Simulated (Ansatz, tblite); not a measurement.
Cost and result up the ladder for the cluster Cu2Br (the lowest doublet isomer of a short search) (3 atoms). Charge 0, multiplicity 2. Geometry: PBE0-D4/def2-TZVP.

```xyz
3

Cu   -0.7828    0.9826    0.5683
Cu    0.6627    0.2573   -1.1814
Br    0.1202   -1.2400    0.6131
```

Ansatz on 4 threads of Arm Neoverse V2 on a shared host; xTB runs through tblite on one thread. Times are rough, summed over both states, and most runs start from the orbitals of an earlier one. PBE0-D4/def2-TZVP serves as the yardstick here, not as an exact answer. The other state is a singlet.

The xTB rows come from tblite. The structure comes from a short search, and lower isomers may exist.

Raw xTB energies of ions are shifted by several eV, and xTB has no spin-polarisation term.

```tsv
level	functions	wall time	vertical IE (eV)	difference from PBE0-D4/def2-TZVP (eV)
GFN1-xTB	27	0.004 s	12.69	5.87
GFN2-xTB	27	0.004 s	10.24	3.42
PBE-D4/def2-TZVP	138	4.2 s	7.01	0.19
PBE0-D4/def2-TZVP	138	6.8 s	6.82	0.00
r2SCAN-D4/def2-TZVP	138	10 s	6.96	0.15
```
